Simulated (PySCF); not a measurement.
# What a mistake does to a calculation on CFH2OSi anion

All numbers below are calculated, not measured. They come from PySCF 2.14.0, an open-source quantum chemistry program, on an isolated molecule that a program drew, which may never have been made. The molecule is CFH2OSi anion (charge -1, singlet), drawn as the SMILES string `[O-]C=[SiH]F`.

Each row is a Hartree-Fock (HF) and frozen-core CCSD(T) single point in the aug-cc-pV(D+d)Z basis, meant for a local HF minimum. Run 1 is clean. Each other run has one planted mistake out of seven kinds, and not every kind appears here: one electron removed, one electron added, multiplicity raised by two, geometry at a saddle point, minimal basis STO-3G, one bond length entered in bohr, all coordinates scaled. The reference is restricted for singlets and unrestricted otherwise, and also for a bond in bohr. Adding or removing an electron swaps singlet and doublet. Electrons count all cores. HOMO and LUMO are orbital energies over both spins, the gradient is its largest component, and the lowest frequency (negative if imaginary) is given only where the gradient is small. Bond lengths are over the 5 bonds as drawn. T1 is the CCSD diagnostic: over 0.02 (restricted) or 0.045 (unrestricted) a single reference is doubtful.

Geometry of the clean run:
```xyz
6
CFH2OSi anion, angstrom
O     1.8062   -1.9412   -1.0298
C     1.4209   -1.5220    0.0355
Si    2.2126   -0.0881    1.1195
F     1.2217   -0.3530    2.4749
H     0.4662   -1.9646    0.4318
H     3.4070   -0.9429    1.5581
```

```
run,electrons,basis functions,<S^2>,HOMO (eV),LUMO (eV),gradient (hartree/bohr),lowest frequency (cm^-1),mean bond (Å),longest bond (Å),T1,HF (hartree),CCSD(T) (hartree),mistake
1,40,119,0.000,-2.68,4.06,2.2e-05,106,1.5058,1.964,0.0189,-502.33266,-503.02350,no fault
2,39,119,0.782,-10.71,-0.75,6.4e-02,-,1.5058,1.964,0.0263,-502.27446,-502.93701,one electron removed
3,40,26,0.000,2.27,15.10,5.5e-02,-,1.5058,1.964,0.0124,-495.85372,-496.04067,minimal basis STO-3G
4,40,119,0.904,-1.33,3.63,6.2e-02,-,1.8554,3.712,0.0489,-502.25119,-502.93217,one bond length entered in bohr
5,40,119,0.000,-1.12,4.04,3.2e-05,-704,1.4528,1.798,0.0203,-502.27729,-502.98435,geometry at a saddle point
6,40,119,2.067,-1.67,4.05,9.0e-02,-,1.5058,1.964,0.0503,-502.24937,-502.92810,?
```

**Which mistake was planted in run 6, and what did it cost?**

Electrons, basis and geometry are unchanged, and <S^2> is 2.067, beside S(S+1) = 2.00 for a multiplicity of 3. So the mistake is: multiplicity raised by two. Subtracting run 1 and multiplying by 627.51 kcal/mol a hartree, the energy moved by 52.3 kcal/mol in HF and 59.9 kcal/mol in CCSD(T).

Cautions from the logs. Run 3: the HOMO is above zero, so the electron isn't bound and the energy depends on the basis; run 4: T1 is over the limit, so its CCSD(T) energy is less reliable; run 5: T1 is over the limit, so its CCSD(T) energy is less reliable; run 6: T1 is over the limit, so its CCSD(T) energy is less reliable.
